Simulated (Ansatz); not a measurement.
Start from `[CH3][GeH]([OH])[F]` and change one element to get `[CH3][GeH]([F])[SH]`.

Ansatz, PBE0-D4/def2-TZVP geometries, multiplicity 1. Each molecule was computed in one conformer, which needn't be the lowest.

Scalar relativity is left out up to krypton.

```csv
property,`[CH3][GeH]([OH])[F]`
size of the dipole moment (PBE/def2-TZVPP) / D,1.77
size of the dipole moment (ωB97M-V/def2-TZVPP) / D,1.89
LUMO energy (PBE0/def2-TZVPP) / eV,0.64
HOMO–LUMO gap (B3LYP/def2-TZVPP) / eV,8.96
HOMO energy (PBE0/def2-TZVPP) / eV,-8.93
LUMO energy (B3LYP/def2-TZVPP) / eV,0.27
```

Task: What does the change do to each property? (Best estimate.)

Result: Ansatz gave: 
| property | `[CH3][GeH]([F])[SH]` | shift |
| --- | --- | --- |
| size of the dipole moment (PBE/def2-TZVPP) / D | 2.53 | 0.76 |
| size of the dipole moment (ωB97M-V/def2-TZVPP) / D | 2.61 | 0.72 |
| LUMO energy (PBE0/def2-TZVPP) / eV | 0.26 | -0.38 |
| HOMO–LUMO gap (B3LYP/def2-TZVPP) / eV | 7.42 | -1.54 |
| HOMO energy (PBE0/def2-TZVPP) / eV | -7.73 | 1.20 |
| LUMO energy (B3LYP/def2-TZVPP) / eV | -0.05 | -0.32 |

With PBE0 the HOMO rises by 1.20 eV and the LUMO falls by 0.38 eV, so the gap narrows by about 1.58 eV. PBE moves the HOMO by 0.86 eV and ωB97M-V by 1.29 eV. Dipoles are sizes alone; their direction can turn.

B3LYP here is the variant with VWN-RPA as its local correlation; programs differ in this.
